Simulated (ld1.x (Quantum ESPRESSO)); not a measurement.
**Building the PAW potential for V (PBEsol, scalar-relativistic).**

```
Element                 : V (Z = 23)
Generator               : ld1.x (Quantum ESPRESSO) 7.5
Type                    : PAW
Functional              : PBEsol
Relativity              : scalar-relativistic
Frozen core             : [Ne] 3s2
Valence charge          : 11
Reference configuration : 3p6 3d4 4s1 4p0
Partial waves           : 4s (bound): rcut 2.30, rcutus 2.95 bohr; 4s channel at 0.65 Ry: rcut 2.30, rcutus 2.95 bohr; 3p (bound): rcut 1.65, rcutus 1.90 bohr; 4p (bound, empty): rcut 1.65, rcutus 1.90 bohr; 3d (bound): rcut 1.05, rcutus 1.15 bohr; 3d channel at 1.05 Ry: rcut 1.05, rcutus 1.15 bohr
Local potential         : all-electron potential smoothed inside 2.50 bohr (lloc = -1)
Core correction         : a·sin(br)/r model core inside 1.00 bohr
Augmentation charge     : BG, radius 0.95 bohr
```

What the tests gave:

```json
{
  "Cutoffs needed": "80 Ry and 120 Ry (the cutoffs (Ry, on a coarse ladder) from which the occupation-weighted sum of valence levels, in a spherical-Bessel basis at the reference potential, stays within 10 and 1 mRy of its value at 400 Ry)",
  "Ghost test": "no extra level below or beside the all-electron valence levels (s, p, d, f tested) (spherical-Bessel basis up to 400 Ry, 20 bohr box)",
  "Configuration tests": "test run stopped at test 1 of 7 (negative rho)",
  "Lowest eigenvalue of the overlap operator": "0.09 (p channel)"
}
```

Generation and tests took about 1.2 s on one core of a shared server CPU.
